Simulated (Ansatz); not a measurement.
`BN([SiH3])[CH2][AlH2]` and `BN([SiH3])CC` differ in one atom or group.

Ansatz, PBE0-D4/def2-TZVP geometries, multiplicity 1. Each molecule was computed in one conformer, which needn't be the lowest.

| property | `BN([SiH3])[CH2][AlH2]` |
| --- | --- |
| LUMO energy (ωB97M-V/def2-TZVPP) / eV | 0.97 |
| HOMO–LUMO gap (PBE/def2-TZVPP) / eV | 4.73 |
| HOMO–LUMO gap (ωB97M-V/def2-TZVPP) / eV | 10.92 |
| HOMO energy (PBE/def2-TZVPP) / eV | -6.49 |
| HOMO–LUMO gap (PBE0/def2-TZVPP) / eV | 6.91 |
| size of the dipole moment (B3LYP/def2-TZVPP) / D | 1.97 |

Task: Give the same properties after the change, and the shifts. (Estimate.)

Result: Computed: 
```
                                        property  `BN([SiH3])CC`  shift
           LUMO energy (ωB97M-V/def2-TZVPP) / eV            1.62   0.65
             HOMO–LUMO gap (PBE/def2-TZVPP) / eV            5.60   0.87
         HOMO–LUMO gap (ωB97M-V/def2-TZVPP) / eV           11.85   0.93
               HOMO energy (PBE/def2-TZVPP) / eV           -6.73  -0.24
            HOMO–LUMO gap (PBE0/def2-TZVPP) / eV            7.77   0.86
size of the dipole moment (B3LYP/def2-TZVPP) / D            1.54  -0.43
```

With PBE0 the HOMO falls by 0.22 eV and the LUMO rises by 0.64 eV, so the gap widens by about 0.86 eV. PBE moves the HOMO by -0.24 eV and ωB97M-V by -0.28 eV. Dipoles are sizes alone; their direction can turn.

B3LYP here is the variant with VWN-RPA as its local correlation; programs differ in this.
